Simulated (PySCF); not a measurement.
H3P2 (SMILES [PH]P), doublet, at a GFN2-xTB geometry; TPSS/3-21G (PySCF).

Here is a job for PySCF.
```python
from pyscf import gto, scf, dft

mol = gto.M(
    atom='''
P     0.91132207   -0.43419083    0.44848535
P    -0.83945394    0.33421071   -0.48019854
H     1.71456172    0.57131463   -0.10152077
H    -1.06154102    1.41633629    0.37351990
H    -1.73104269   -0.48794896    0.20369883
''',
    basis='3-21g',
    spin=1,
    verbose=4,
)

mf = dft.UKS(mol)
mf.xc = 'tpss'
mf.diis = False
mf.max_cycle = 100
mf.kernel()
mf.analyze()
```

Problem. Predict the main parts of the log of this PySCF run.

Solution. 
```
PySCF version 2.14.0

[INPUT] verbose = 4
[INPUT] num. atoms = 5
[INPUT] num. electrons = 33
[INPUT] charge = 0
[INPUT] spin (= nelec alpha-beta = 2S) = 1
[INPUT] symmetry False subgroup None
[INPUT] Mole.unit = angstrom
[INPUT] Symbol           X                Y                Z      unit          X                Y                Z       unit  Magmom
[...]
nuclear repulsion = 82.646032921177
number of shells = 20
number of NR pGTOs = 63
number of NR cGTOs = 32
basis = 3-21g
ecp = {}

******** <class 'pyscf.dft.uks.UKS'> ********
method = UKS
initial guess = minao
damping factor = 0
level_shift factor = 0
DIIS disabled
SCF conv_tol = 1e-09
SCF conv_tol_grad = None
SCF max_cycles = 100
direct_scf = True
direct_scf_tol = 1e-13
number electrons alpha = 17  beta = 16
XC library pyscf.dft.libxc version 7.1.2
    S. Lehtola, C. Steigemann, M. J. T. Oliveira, and M. A. L. Marques,  SoftwareX 7, 1–5 (2018)
XC functionals = tpss
    J. Tao, J. P. Perdew, V. N. Staroverov, and G. E. Scuseria,  Phys. Rev. Lett. 91, 146401 (2003)
    J. P. Perdew, J. Tao, V. N. Staroverov, and G. E. Scuseria,  J. Chem. Phys. 120, 6898 (2004)
    J. Tao, J. P. Perdew, V. N. Staroverov, and G. E. Scuseria,  Phys. Rev. Lett. 91, 146401 (2003)
    J. P. Perdew, J. Tao, V. N. Staroverov, and G. E. Scuseria,  J. Chem. Phys. 120, 6898 (2004)
radial grids:
    Treutler-Ahlrichs [JCP 102, 346 (1995); DOI:10.1063/1.469408] (M4) radial grids

becke partition: Becke, JCP 88, 2547 (1988); DOI:10.1063/1.454033
pruning grids: <function nwchem_prune>
grids dens level: 3
symmetrized grids: False
atomic radii adjust function: <function treutler_atomic_radii_adjust>
small_rho_cutoff = 0
Set gradient conv threshold to 3.16228e-05
tot grids = 67784
init E= -680.608191571972

cycle= 1 E= -680.989062433451  delta_E= -0.381  |g|= 0.0593  |ddm|= 1.54
cycle= 2 E= -680.991259973278  delta_E= -0.0022  |g|= 0.0449  |ddm|= 0.386
cycle= 3 E= -680.988823675218  delta_E= 0.00244  |g|= 0.069  |ddm|= 0.28
cycle= 4 E= -680.980702351319  delta_E= 0.00812  |g|= 0.117  |ddm|= 0.406
cycle= 5 E= -680.930183281124  delta_E= 0.0505  |g|= 0.262  |ddm|= 0.71
cycle= 6 E= -680.808067737187  delta_E= 0.122  |g|= 0.448  |ddm|= 1.49
cycle= 7 E= -680.223591972157  delta_E= 0.584  |g|= 0.851  |ddm|= 2.32
cycle= 8 E= -677.20752500923  delta_E= 3.02  |g|= 1.44  |ddm|= 6.61
cycle= 9 E= -668.599474197866  delta_E= 8.61  |g|= 1.98  |ddm|= 11.9
cycle= 10 E= -669.45712125359  delta_E= -0.858  |g|= 2.18  |ddm|= 12.8
cycle= 11 E= -666.938198612855  delta_E= 2.52  |g|= 2.04  |ddm|= 12.1
cycle= 12 E= -669.332389924201  delta_E= -2.39  |g|= 2.25  |ddm|= 12.1
cycle= 13 E= -666.916012186363  delta_E= 2.42  |g|= 2.05  |ddm|= 12.1
cycle= 14 E= -669.328924376514  delta_E= -2.41  |g|= 2.25  |ddm|= 12.1
cycle= 15 E= -666.915564090873  delta_E= 2.41  |g|= 2.05  |ddm|= 12.1
cycle= 16 E= -669.328852715487  delta_E= -2.41  |g|= 2.25  |ddm|= 12.1
cycle= 17 E= -666.915555009402  delta_E= 2.41  |g|= 2.05  |ddm|= 12.1
cycle= 18 E= -669.328851213126  delta_E= -2.41  |g|= 2.25  |ddm|= 12.1
cycle= 19 E= -666.915554823319  delta_E= 2.41  |g|= 2.05  |ddm|= 12.1
cycle= 20 E= -669.328851181464  delta_E= -2.41  |g|= 2.25  |ddm|= 12.1
cycle= 21 E= -666.915554819474  delta_E= 2.41  |g|= 2.05  |ddm|= 12.1
cycle= 22 E= -669.328851180794  delta_E= -2.41  |g|= 2.25  |ddm|= 12.1
cycle= 23 E= -666.915554819393  delta_E= 2.41  |g|= 2.05  |ddm|= 12.1
cycle= 24 E= -669.32885118078  delta_E= -2.41  |g|= 2.25  |ddm|= 12.1
cycle= 25 E= -666.915554819392  delta_E= 2.41  |g|= 2.05  |ddm|= 12.1
cycle= 26 E= -669.32885118078  delta_E= -2.41  |g|= 2.25  |ddm|= 12.1
cycle= 27 E= -666.915554819393  delta_E= 2.41  |g|= 2.05  |ddm|= 12.1
cycle= 28 E= -669.32885118078  delta_E= -2.41  |g|= 2.25  |ddm|= 12.1
cycle= 29 E= -666.915554819393  delta_E= 2.41  |g|= 2.05  |ddm|= 12.1
cycle= 30 E= -669.328851180781  delta_E= -2.41  |g|= 2.25  |ddm|= 12.1
cycle= 31 E= -666.915554819392  delta_E= 2.41  |g|= 2.05  |ddm|= 12.1
cycle= 32 E= -669.32885118078  delta_E= -2.41  |g|= 2.25  |ddm|= 12.1
cycle= 33 E= -666.915554819393  delta_E= 2.41  |g|= 2.05  |ddm|= 12.1
cycle= 34 E= -669.32885118078  delta_E= -2.41  |g|= 2.25  |ddm|= 12.1
cycle= 35 E= -666.915554819393  delta_E= 2.41  |g|= 2.05  |ddm|= 12.1
cycle= 36 E= -669.32885118078  delta_E= -2.41  |g|= 2.25  |ddm|= 12.1
cycle= 37 E= -666.915554819392  delta_E= 2.41  |g|= 2.05  |ddm|= 12.1
cycle= 38 E= -669.32885118078  delta_E= -2.41  |g|= 2.25  |ddm|= 12.1
cycle= 39 E= -666.915554819391  delta_E= 2.41  |g|= 2.05  |ddm|= 12.1
cycle= 40 E= -669.32885118078  delta_E= -2.41  |g|= 2.25  |ddm|= 12.1
cycle= 41 E= -666.915554819392  delta_E= 2.41  |g|= 2.05  |ddm|= 12.1
cycle= 42 E= -669.32885118078  delta_E= -2.41  |g|= 2.25  |ddm|= 12.1
cycle= 43 E= -666.915554819391  delta_E= 2.41  |g|= 2.05  |ddm|= 12.1
cycle= 44 E= -669.32885118078  delta_E= -2.41  |g|= 2.25  |ddm|= 12.1
cycle= 45 E= -666.915554819393  delta_E= 2.41  |g|= 2.05  |ddm|= 12.1
cycle= 46 E= -669.32885118078  delta_E= -2.41  |g|= 2.25  |ddm|= 12.1
cycle= 47 E= -666.915554819392  delta_E= 2.41  |g|= 2.05  |ddm|= 12.1
cycle= 48 E= -669.32885118078  delta_E= -2.41  |g|= 2.25  |ddm|= 12.1
cycle= 49 E= -666.915554819392  delta_E= 2.41  |g|= 2.05  |ddm|= 12.1
cycle= 50 E= -669.328851180779  delta_E= -2.41  |g|= 2.25  |ddm|= 12.1
cycle= 51 E= -666.915554819393  delta_E= 2.41  |g|= 2.05  |ddm|= 12.1
cycle= 52 E= -669.328851180779  delta_E= -2.41  |g|= 2.25  |ddm|= 12.1
cycle= 53 E= -666.915554819392  delta_E= 2.41  |g|= 2.05  |ddm|= 12.1
cycle= 54 E= -669.328851180779  delta_E= -2.41  |g|= 2.25  |ddm|= 12.1
cycle= 55 E= -666.915554819392  delta_E= 2.41  |g|= 2.05  |ddm|= 12.1
cycle= 56 E= -669.32885118078  delta_E= -2.41  |g|= 2.25  |ddm|= 12.1
cycle= 57 E= -666.915554819393  delta_E= 2.41  |g|= 2.05  |ddm|= 12.1
cycle= 58 E= -669.32885118078  delta_E= -2.41  |g|= 2.25  |ddm|= 12.1
cycle= 59 E= -666.915554819393  delta_E= 2.41  |g|= 2.05  |ddm|= 12.1
cycle= 60 E= -669.32885118078  delta_E= -2.41  |g|= 2.25  |ddm|= 12.1
cycle= 61 E= -666.915554819393  delta_E= 2.41  |g|= 2.05  |ddm|= 12.1
cycle= 62 E= -669.328851180781  delta_E= -2.41  |g|= 2.25  |ddm|= 12.1
cycle= 63 E= -666.915554819393  delta_E= 2.41  |g|= 2.05  |ddm|= 12.1
cycle= 64 E= -669.32885118078  delta_E= -2.41  |g|= 2.25  |ddm|= 12.1
cycle= 65 E= -666.915554819392  delta_E= 2.41  |g|= 2.05  |ddm|= 12.1
cycle= 66 E= -669.32885118078  delta_E= -2.41  |g|= 2.25  |ddm|= 12.1
cycle= 67 E= -666.915554819392  delta_E= 2.41  |g|= 2.05  |ddm|= 12.1
cycle= 68 E= -669.328851180779  delta_E= -2.41  |g|= 2.25  |ddm|= 12.1
cycle= 69 E= -666.915554819394  delta_E= 2.41  |g|= 2.05  |ddm|= 12.1
cycle= 70 E= -669.32885118078  delta_E= -2.41  |g|= 2.25  |ddm|= 12.1
cycle= 71 E= -666.915554819392  delta_E= 2.41  |g|= 2.05  |ddm|= 12.1
cycle= 72 E= -669.32885118078  delta_E= -2.41  |g|= 2.25  |ddm|= 12.1
cycle= 73 E= -666.915554819392  delta_E= 2.41  |g|= 2.05  |ddm|= 12.1
cycle= 74 E= -669.32885118078  delta_E= -2.41  |g|= 2.25  |ddm|= 12.1
cycle= 75 E= -666.915554819393  delta_E= 2.41  |g|= 2.05  |ddm|= 12.1
cycle= 76 E= -669.328851180781  delta_E= -2.41  |g|= 2.25  |ddm|= 12.1
cycle= 77 E= -666.915554819392  delta_E= 2.41  |g|= 2.05  |ddm|= 12.1
cycle= 78 E= -669.32885118078  delta_E= -2.41  |g|= 2.25  |ddm|= 12.1
cycle= 79 E= -666.915554819392  delta_E= 2.41  |g|= 2.05  |ddm|= 12.1
cycle= 80 E= -669.32885118078  delta_E= -2.41  |g|= 2.25  |ddm|= 12.1
cycle= 81 E= -666.915554819392  delta_E= 2.41  |g|= 2.05  |ddm|= 12.1
cycle= 82 E= -669.32885118078  delta_E= -2.41  |g|= 2.25  |ddm|= 12.1
cycle= 83 E= -666.915554819392  delta_E= 2.41  |g|= 2.05  |ddm|= 12.1
cycle= 84 E= -669.32885118078  delta_E= -2.41  |g|= 2.25  |ddm|= 12.1
cycle= 85 E= -666.915554819392  delta_E= 2.41  |g|= 2.05  |ddm|= 12.1
cycle= 86 E= -669.32885118078  delta_E= -2.41  |g|= 2.25  |ddm|= 12.1
cycle= 87 E= -666.915554819393  delta_E= 2.41  |g|= 2.05  |ddm|= 12.1
cycle= 88 E= -669.32885118078  delta_E= -2.41  |g|= 2.25  |ddm|= 12.1
cycle= 89 E= -666.915554819393  delta_E= 2.41  |g|= 2.05  |ddm|= 12.1
cycle= 90 E= -669.32885118078  delta_E= -2.41  |g|= 2.25  |ddm|= 12.1
cycle= 91 E= -666.915554819392  delta_E= 2.41  |g|= 2.05  |ddm|= 12.1
cycle= 92 E= -669.328851180779  delta_E= -2.41  |g|= 2.25  |ddm|= 12.1
cycle= 93 E= -666.915554819393  delta_E= 2.41  |g|= 2.05  |ddm|= 12.1
cycle= 94 E= -669.32885118078  delta_E= -2.41  |g|= 2.25  |ddm|= 12.1
cycle= 95 E= -666.915554819393  delta_E= 2.41  |g|= 2.05  |ddm|= 12.1
cycle= 96 E= -669.328851180779  delta_E= -2.41  |g|= 2.25  |ddm|= 12.1
cycle= 97 E= -666.915554819392  delta_E= 2.41  |g|= 2.05  |ddm|= 12.1
cycle= 98 E= -669.328851180779  delta_E= -2.41  |g|= 2.25  |ddm|= 12.1
cycle= 99 E= -666.915554819392  delta_E= 2.41  |g|= 2.05  |ddm|= 12.1
cycle= 100 E= -669.32885118078  delta_E= -2.41  |g|= 2.25  |ddm|= 12.1
SCF not converged.
SCF energy = -669.32885118078 after 100 cycles  <S^2> = 0.75002432  2S+1 = 2.0000243
**** SCF Summaries ****
Total Energy =                        -669.328851180780021
Nuclear Repulsion Energy =              82.646032921176982
One-electron Energy =                -1105.731296356681469
Two-electron Energy =                  353.756412254724410
Two-electron Coulomb Energy =          402.639661886521083
DFT Exchange-Correlation Energy =      -48.883249631796680
**** MO energy ****
                             alpha | beta                alpha | beta
[...]
To work with the spin densities directly, `use mulliken_meta_spin()` only printing them here.

 ** Mulliken spin pop alpha/beta on meta-lowdin orthogonal AOs **
 ** Mulliken Spin Density (per AO)  **
spin_pop of  0 P 1s        0.00000
spin_pop of  0 P 2s        0.00018
spin_pop of  0 P 3s        0.00689
spin_pop of  0 P 4s        0.00720
spin_pop of  0 P 2px       0.00003
spin_pop of  0 P 2py      -0.00002
spin_pop of  0 P 2pz      -0.00004
spin_pop of  0 P 3px       0.00849
spin_pop of  0 P 3py       0.00166
spin_pop of  0 P 3pz       0.00104
spin_pop of  0 P 4px       0.00089
spin_pop of  0 P 4py       0.00049
spin_pop of  0 P 4pz       0.00088
spin_pop of  1 P 1s        0.00002
spin_pop of  1 P 2s        0.00236
spin_pop of  1 P 3s        0.04433
spin_pop of  1 P 4s        0.25092
spin_pop of  1 P 2px       0.00001
spin_pop of  1 P 2py       0.00000
spin_pop of  1 P 2pz       0.00001
spin_pop of  1 P 3px       0.04167
spin_pop of  1 P 3py       0.00606
spin_pop of  1 P 3pz       0.00099
spin_pop of  1 P 4px       0.43153
spin_pop of  1 P 4py       0.06572
spin_pop of  1 P 4pz       0.09760
spin_pop of  2 H 1s        0.00001
spin_pop of  2 H 2s        0.00000
spin_pop of  3 H 1s        0.00876
spin_pop of  3 H 2s        0.00759
spin_pop of  4 H 1s        0.00692
spin_pop of  4 H 2s        0.00777
 ** Mulliken Spin Density (per atom)  **
spin density of  0 P =      0.02772
spin density of  1 P =      0.94124
spin density of  2 H =      0.00001
spin density of  3 H =      0.01635
spin density of  4 H =      0.01468
 ** Mulliken pop alpha/beta on meta-lowdin orthogonal AOs **
 ** Mulliken pop       alpha | beta **
[...]
In total            17.00000 | 16.00000
 ** Mulliken atomic charges   ( Nelec_alpha | Nelec_beta ) **
charge of  0P =      4.91835  (     5.05468      5.02696 )
charge of  1P =     -3.83576  (     9.88850      8.94726 )
charge of  2H =      0.99276  (     0.00362      0.00361 )
charge of  3H =     -1.03631  (     1.02633      1.00998 )
charge of  4H =     -1.03904  (     1.02686      1.01218 )
Dipole moment(X, Y, Z, Debye): 65.98501, -20.88717, 18.92873
```

The run did not converge; its last values are not results.
